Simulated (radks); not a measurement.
Values are calculated unless marked as measured or tabulated.
Q: All-electron atom: the gallium ion Ga4+ in [Ar] 3d9. Code: a radial shooting solver on a logarithmic mesh with Libxc functionals. Model: scalar-relativistic Kohn-Sham, exchange-only PBE, spin-polarised, spherical densities, finite nucleus; open shells are filled with parallel spins first; Fermi nuclear charge, rms radius 3.9973 fm. Some entries of the table are withheld. Estimate them.

| orbital | occ. | eigenvalue (Ry) | <r> (bohr) |
|---|---|---|---|
| 1s up | 1 | -756.2513 | 0.04860 |
| 1s down | 1 | -756.2513 | 0.04860 |
| 2s up | 1 | -97.09876 | 0.2179 |
| 2s down | 1 | -97.04015 | 0.2178 |
| 2p up | 3 | -85.08512 | 0.1908 |
| 2p down | 3 | -85.04132 | 0.1907 |
| 3s up | 1 | (1) | 0.6468 |
| 3s down | 1 | (2) | 0.6475 |
| 3p up | 3 | -11.44796 | 0.6700 |
| 3p down | 3 | -11.34319 | 0.6711 |
| 3d up | 5 | -5.51505 | 0.7442 |
| 3d down | 4 | -5.41300 | 0.7492 |

A: 
(1) 3s up eigenvalue (Ry): -15.08441
(2) 3s down eigenvalue (Ry): -14.97789
